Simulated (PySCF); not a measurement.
Which determinant of CI lies lowest?

Unrestricted PBE0; PySCF, scalar-relativistic core potentials, basis sets C def2-SVPD, I def2-SVPD with ECP28. Outer shells of the fragments: C 2s2 2p2; I 4d10 5s2 5p5.

Followed along the bond (rough minima from three points):

| 2Ms+1 | unpaired | ⟨S²⟩ at the start | R at minimum (Å) | Te (eV) |
| --- | --- | --- | --- | --- |
| 2 | π ↑ | 0.76 | 2.04 | 0.00 |
| 4 | σ ↑, π ↑↑ | 3.76 | 2.03 | 1.51 |

Solutions found at the starting distance of 2.020 Å, counted from the lowest of them; the search is not exhaustive and high or unbound solutions are not listed, so other states can lie among these:

```json
{"2Ms+1": "2", "unpaired": "π ↑", "term": "²Π", "E (eV)": "0.00", "⟨S²⟩": "0.76", "⟨Lz²⟩": "1.01", "μ (D)": "1.84"}
{"2Ms+1": "4", "unpaired": "σ ↑, π ↑↑", "term": "⁴Σ⁻", "E (eV)": "1.51", "⟨S²⟩": "3.76", "⟨Lz²⟩": "0.00", "μ (D)": "0.83"}
{"2Ms+1": "2", "unpaired": "σ ↑, π ↑↓", "term": "mixed", "E (eV)": "2.60", "⟨S²⟩": "1.76", "⟨Lz²⟩": "2.01", "μ (D)": "1.37"}
{"2Ms+1": "2", "unpaired": "σ ↓, π ↑↑", "term": "mixed", "E (eV)": "2.73", "⟨S²⟩": "1.78", "⟨Lz²⟩": "0.00", "μ (D)": "1.59"}
{"2Ms+1": "4", "unpaired": "π ↑↑↑", "term": "⁴Π", "E (eV)": "3.17", "⟨S²⟩": "3.76", "⟨Lz²⟩": "1.01", "μ (D)": "3.81"}
{"2Ms+1": "2", "unpaired": "π ↑↑↓", "term": "mixed", "E (eV)": "3.60", "⟨S²⟩": "1.76", "⟨Lz²⟩": "3.02", "μ (D)": "3.76"}
{"2Ms+1": "2", "unpaired": "σ ↑", "term": "mixed", "E (eV)": "3.81", "⟨S²⟩": "0.76", "⟨Lz²⟩": "2.00", "μ (D)": "1.71"}
{"2Ms+1": "4", "unpaired": "σ ↑↑, π ↑", "term": "⁴Π", "E (eV)": "5.07", "⟨S²⟩": "3.80", "⟨Lz²⟩": "1.01", "μ (D)": "-1.04"}
{"2Ms+1": "4", "unpaired": "σ ↑, π ↑↑", "term": "mixed", "E (eV)": "5.88", "⟨S²⟩": "3.76", "⟨Lz²⟩": "2.01", "μ (D)": "1.46"}
{"2Ms+1": "4", "unpaired": "σ ↑, π ↑↑", "term": "mixed", "E (eV)": "6.21", "⟨S²⟩": "3.76", "⟨Lz²⟩": "2.03", "μ (D)": "1.27"}
```

A term symbol is given only where ⟨S²⟩ and ⟨Lz²⟩ are close to those of a pure state; real π, δ and φ orbitals otherwise mix terms. A positive dipole means C(−)I(+).

Spin–orbit coupling is left out. Counting both spins, an empty level lies below a filled one in some of these solutions, because spin and occupation are held.
